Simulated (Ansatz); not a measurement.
Total energies of Al₄As₄H₁₄, a cluster cut from wurtzite AlAs (hydrogen-capped) from Ansatz at PBE0-D4/def2-TZVP, gas phase (1 Eh = 27.2114 eV = 2625.5 kJ/mol). The reference geometry is relaxed at r2SCAN-D4/def2-SVP.

```xyz
22

Al   -2.134    1.848    0.045
As   -2.349   -0.674   -0.446
Al    1.711    1.514   -1.659
As    0.336    1.901    0.386
As    1.141   -0.980   -1.979
Al   -0.390   -2.210   -0.449
Al    1.155    0.777    2.457
As    0.625   -1.646    1.753
H    -2.567    2.536   -1.324
H    -2.931    2.031    1.412
H    -3.051   -0.934   -1.756
H    -3.363   -1.336    0.455
H     1.081    2.209   -2.946
H     3.272    1.505   -1.340
H     0.595    3.362    0.682
H     0.615   -1.260   -3.365
H     2.382   -1.835   -2.063
H    -0.661   -3.742   -0.760
H     0.189    1.027    3.697
H     2.744    0.797    2.562
H    -0.236   -2.351    2.772
H     1.836   -2.540    1.867
```

| state | geometry | energy (Eh) |
| --- | --- | --- |
| charge 0 singlet | reference | -9920.28019 |
| charge 1 doublet | reference | -9919.95700 |
| charge -1 doublet | reference | -9920.28733 |
| free Al atom (doublet) | – | -242.24894 |
| free As atom (quartet) | – | -2235.53903 |
| free H atom (doublet) | – | -0.50104 |

Single mean-field runs in def2-TZVP are fitted with def2-universal-jkfit.

**Question.** Work out the vertical ionisation energy to the doublet.

**Answer.** E(charge 1 doublet) − E(charge 0 singlet) = -9919.95700 − (-9920.28019) = 0.32319 Eh = 8.79 eV. For comparison, −ε of the highest occupied level is 7.36 eV at this level, 1.43 eV less.

**Question.** Work out the vertical electron affinity, to the doublet.

**Answer.** E(charge 0 singlet) − E(charge -1 doublet) = -9920.28019 − (-9920.28733) = 0.00714 Eh = 0.19 eV. The basis lacks diffuse functions, which makes affinities too small.

**Question.** Give the fundamental gap IE − EA, the Mulliken electronegativity (IE + EA)/2 and the hardness (IE − EA)/2.

**Answer.** From the values in Eh: IE − EA = 0.32319 − 0.00714 = 0.31605 Eh = 8.60 eV; (IE + EA)/2 = 4.49 eV; (IE − EA)/2 = 4.30 eV. The HOMO–LUMO gap of the same run is 6.01 eV, 2.59 eV smaller than the fundamental gap.

**Question.** What is the binding energy per atom against free atoms?

**Answer.** Atoms: 4 × (-242.24894) + 4 × (-2235.53903) + 14 × (-0.50104) = -9918.16644 Eh. Binding: -9918.16644 − (-9920.28019) = 2.11375 Eh = 57.52 eV, or 2.61 eV for each of 22 atoms (no zero-point energy, no counterpoise term).

At PBE0-D4/def2-TZVP the highest occupied level of the charge -1 doublet lies above zero (up to 1.08 eV). By energy differences its removal costs 0.19 eV (vertical, to the charge 0 singlet, at PBE0-D4/def2-TZVP); self-interaction error and the lack of diffuse functions both raise the level.
